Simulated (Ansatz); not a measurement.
Geometry optimisation, RKS PBE-D4/6-31G* (Ansatz).

input.yaml

```yaml
crystal:
  periodic: [false, false, false]
  atoms:
    - { symbol: Si, position_ang: [0.0, 0.0, 0.0] }
    - { symbol: H, position_ang: [0.0, 0.0, 1.46] }
    - { symbol: O, position_ang: [1.5842, 0.0, -0.5594] }
    - { symbol: Si, position_ang: [2.4906, -1.3762, -0.8866] }
    - { symbol: H, position_ang: [1.6598, -2.3521, -1.5857] }
    - { symbol: H, position_ang: [3.6318, -1.0202, -1.7249] }
    - { symbol: H, position_ang: [2.9691, -1.9538, 0.366] }
    - { symbol: Cl, position_ang: [-1.0032, 1.7381, -0.7093] }
    - { symbol: F, position_ang: [-0.7489, -1.2974, -0.5295] }
basis:
  gaussian: { orbitals: "6-31G*" }
hamiltonian:
  xc: pbe
  dispersion: d4
relax:
  f_tol: 0.02
  max_steps: 40
```

Launched with:

```bash
$ ansatz run input.yaml --threads 2 --pin off --max-ram 3072MiB --backend cpu --events-out ev --progress --plain --runs-dir out
```

Q: Where does it end, and by what steps?

A: The run converged. The force dipped under the threshold on the way, but the program's further checks kept it going. After 28 steps the energy has fallen by 0.242 eV; Cl8 moved furthest, 1.15 Å.

| step | energy less start (eV) | largest force component (eV/Å) | accepted |
| --- | --- | --- | --- |
| 0 | 0.0000 | 1.620 | yes |
| 1 | -0.1263 | 0.801 | yes |
| 2 | -0.1563 | 0.248 | yes |
| 3 | -0.1638 | 0.405 | yes |
| 4 | -0.1901 | 0.155 | yes |
| 5 | -0.1930 | 0.105 | yes |
| 6 | -0.1997 | 0.142 | yes |
| 7 | -0.2030 | 0.100 | yes |
| 8 | -0.2110 | 0.127 | yes |
| 9 | -0.2135 | 0.170 | yes |
| 10 | -0.2177 | 0.378 | yes |
| 11 | -0.2274 | 0.141 | yes |
| 12 | -0.2320 | 0.070 | yes |
| 13 | -0.2352 | 0.142 | yes |
| 14 | -0.2367 | 0.125 | yes |
| 15 | -0.2383 | 0.061 | yes |
| 16 | -0.2396 | 0.026 | yes |
| 17 | -0.2402 | 0.039 | yes |
| 18 | -0.2405 | 0.067 | yes |
| 19 | -0.2406 | 0.050 | yes |
| 20 | -0.2410 | 0.008 | yes |
| 21 | -0.2413 | 0.027 | yes |
| 22 | -0.2388 | 0.109 | no |
| 23 | -0.2401 | 0.230 | no |
| 24 | -0.2414 | 0.011 | yes |
| 25 | -0.2416 | 0.087 | yes |
| 26 | -0.2417 | 0.027 | yes |
| 27 | -0.2419 | 0.004 | yes |
| 28 | -0.2420 | 0.011 | yes |

```xyz
9
Properties=species:S:1:pos:R:3
Si -0.069 -0.050 0.201
H -0.192 0.704 1.471
O 1.362 -0.842 0.159
Si 2.495 -1.426 -0.942
H 1.818 -2.167 -2.054
H 3.284 -0.287 -1.508
H 3.396 -2.348 -0.186
Cl -0.220 1.249 -1.399
F -1.292 -1.095 0.090
```

Run time: 47 s on 2 threads of Intel(R) Xeon(R) 6975P-C (Granite Rapids) (shared host), peak memory 0.16 GiB.
